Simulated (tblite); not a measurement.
Compound: CH9FSeSi3.
Atom-mapped SMILES: `[F:1][CH2:2][Se:3][SiH:4]([SiH3:5])[SiH3:6]` (hydrogens: H7, H8 on C2; H9 on Si4; H10, H11, H12 on Si5; H13, H14, H15 on Si6)

Computed with GFN2-xTB (tblite), gas phase: L-BFGS steps from a force-field or distance-geometry start until the largest atomic force falls under 0.01 eV/Å.

Step 21: E = -539.2845 eV
```
atom  x, y, z in Å  |  force x, y, z in eV/Å
F1      2.9387    0.5352    0.7240   -0.001   0.014  -0.019
C2      2.9885   -0.0601   -0.4925    0.003   0.008   0.002
Se3     1.4316    0.3849   -1.6024    0.002  -0.006   0.003
Si4    -0.3093    0.2620   -0.0124   -0.038  -0.053   0.047
Si5    -1.9615    1.8056   -0.6213    0.112  -0.056   0.011
Si6    -1.1517   -1.9250    0.1805    0.048   0.068  -0.020
H7      3.8665    0.3168   -1.0246    0.003  -0.015   0.004
H8      3.0565   -1.1415   -0.3367   -0.078   0.010  -0.025
H9      0.4390    0.6943    1.1765   -0.047  -0.012   0.021
H10    -2.9678    1.0733   -1.3917   -0.048   0.027  -0.019
H11    -1.5640    2.9770   -1.3944    0.033   0.026  -0.029
H12    -2.5922    2.2751    0.6112   -0.039   0.011   0.015
H13    -0.4134   -2.8392    1.0582   -0.003   0.032  -0.023
H14    -1.2603   -2.5762   -1.1278    0.010  -0.016   0.029
H15    -2.5050   -1.7742    0.7258    0.044  -0.038   0.003
```

Step 22: E = -539.2863 eV
```
atom  x, y, z in Å  |  force x, y, z in eV/Å
F1      2.9430    0.5360    0.7244   -0.010   0.017  -0.046
C2      2.9859   -0.0584   -0.4936    0.007  -0.001   0.019
Se3     1.4309    0.3934   -1.6027   -0.005   0.003   0.009
Si4    -0.3118    0.2584   -0.0162   -0.030  -0.020   0.099
Si5    -1.9620    1.8078   -0.6222    0.139  -0.074   0.014
Si6    -1.1493   -1.9298    0.1820    0.076   0.092  -0.010
H7      3.8660    0.3140   -1.0278   -0.023  -0.046   0.027
H8      3.0407   -1.1409   -0.3362   -0.045   0.032  -0.039
H9      0.4310    0.6918    1.1794   -0.060  -0.026  -0.021
H10    -2.9675    1.0782   -1.3950   -0.058   0.027  -0.025
H11    -1.5543    2.9774   -1.3918    0.031   0.033  -0.040
H12    -2.5927    2.2820    0.6076   -0.045   0.009   0.026
H13    -0.4098   -2.8417    1.0601    0.007   0.025  -0.019
H14    -1.2547   -2.5772   -1.1261    0.002  -0.039  -0.001
H15    -2.4999   -1.7829    0.7305    0.016  -0.032   0.008
```

**Question.** Estimate the geometry and energy of step 23. (The exact step hangs on the optimiser's Hessian estimate; all steps are aligned on step 22, rigid shifts and turns removed.)

**Answer.** E = -539.2886 eV, largest force 0.139 eV/Å
```
atom  x, y, z in Å  |  force x, y, z in eV/Å
F1      2.9485    0.5376    0.7240   -0.019   0.025  -0.064
C2      2.9823   -0.0561   -0.4950   -0.003  -0.013   0.029
Se3     1.4294    0.4057   -1.6020   -0.017   0.017   0.013
Si4    -0.3160    0.2530   -0.0200   -0.008   0.025   0.137
Si5    -1.9601    1.8096   -0.6233    0.120  -0.063   0.011
Si6    -1.1444   -1.9347    0.1841    0.085   0.088   0.000
H7      3.8651    0.3090   -1.0319   -0.047  -0.082   0.050
H8      3.0179   -1.1398   -0.3361    0.002   0.050  -0.051
H9      0.4187    0.6876    1.1825   -0.061  -0.035  -0.048
H10    -2.9679    1.0858   -1.4000   -0.049   0.037  -0.019
H11    -1.5401    2.9784   -1.3886    0.026   0.022  -0.042
H12    -2.5941    2.2918    0.6026   -0.036  -0.005   0.018
H13    -0.4046   -2.8448    1.0623    0.025   0.017  -0.014
H14    -1.2467   -2.5794   -1.1234   -0.006  -0.061  -0.032
H15    -2.4923   -1.7959    0.7372   -0.013  -0.022   0.010
```

The energy changes by -0.0023 eV. The first-order estimate −F·Δx gives -0.0032 eV and the mean of the old and new forces, exact on a quadratic surface, -0.0023 eV. The step makes an angle of 75° with the force vector and moves no atom by more than 0.023 Å.

What follows is the cost of the whole relaxation. Time: 2.2 s of wall time. Hardware: an Arm Neoverse N1 with one thread, on a shared host.
